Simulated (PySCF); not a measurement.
Computed IR spectrum (relative IR intensity) of a molecule C₅H₉N. Geometry: B3LYP-D3(BJ)/def2-SVP. The values are those of a single conformer. Computed with B3LYP-D3(BJ)/def2-SVP (PySCF). Harmonic, unscaled wavenumbers; measured fundamentals usually lie a few per cent lower.

```json
[
 {"ν (cm⁻¹)": "240", "relative intensity": "31"},
 {"ν (cm⁻¹)": "267", "relative intensity": "12"},
 {"ν (cm⁻¹)": "331", "relative intensity": "4.7"},
 {"ν (cm⁻¹)": "428", "relative intensity": "2.9"},
 {"ν (cm⁻¹)": "645", "relative intensity": "15"},
 {"ν (cm⁻¹)": "731", "relative intensity": "17"},
 {"ν (cm⁻¹)": "846", "relative intensity": "100"},
 {"ν (cm⁻¹)": "890", "relative intensity": "84"},
 {"ν (cm⁻¹)": "940", "relative intensity": "29"},
 {"ν (cm⁻¹)": "947", "relative intensity": "41"},
 {"ν (cm⁻¹)": "967", "relative intensity": "21"},
 {"ν (cm⁻¹)": "1023", "relative intensity": "6.5"},
 {"ν (cm⁻¹)": "1028", "relative intensity": "14"},
 {"ν (cm⁻¹)": "1053", "relative intensity": "2.9"},
 {"ν (cm⁻¹)": "1112", "relative intensity": "13"},
 {"ν (cm⁻¹)": "1143", "relative intensity": "14"},
 {"ν (cm⁻¹)": "1283", "relative intensity": "4.8"},
 {"ν (cm⁻¹)": "1308", "relative intensity": "3.2"},
 {"ν (cm⁻¹)": "1314", "relative intensity": "5.4"},
 {"ν (cm⁻¹)": "1373", "relative intensity": "3.6"},
 {"ν (cm⁻¹)": "1430", "relative intensity": "6.1"},
 {"ν (cm⁻¹)": "1441", "relative intensity": "7.9"},
 {"ν (cm⁻¹)": "1631", "relative intensity": "21"},
 {"ν (cm⁻¹)": "1710", "relative intensity": "5.7"},
 {"ν (cm⁻¹)": "1729", "relative intensity": "3.4"},
 {"ν (cm⁻¹)": "3040", "relative intensity": "13"},
 {"ν (cm⁻¹)": "3119", "relative intensity": "38"},
 {"ν (cm⁻¹)": "3131", "relative intensity": "3.3"},
 {"ν (cm⁻¹)": "3135", "relative intensity": "3.4"},
 {"ν (cm⁻¹)": "3223", "relative intensity": "10"},
 {"ν (cm⁻¹)": "3228", "relative intensity": "11"}
]
```

Task: Pick the molecule that these values belong to.
A. C=C1CN[C@@H]1C
B. NCC1=CCC1
C. C=C1CCN1C
D. C=CC(N)C=C

Result: D, C=CC(N)C=C
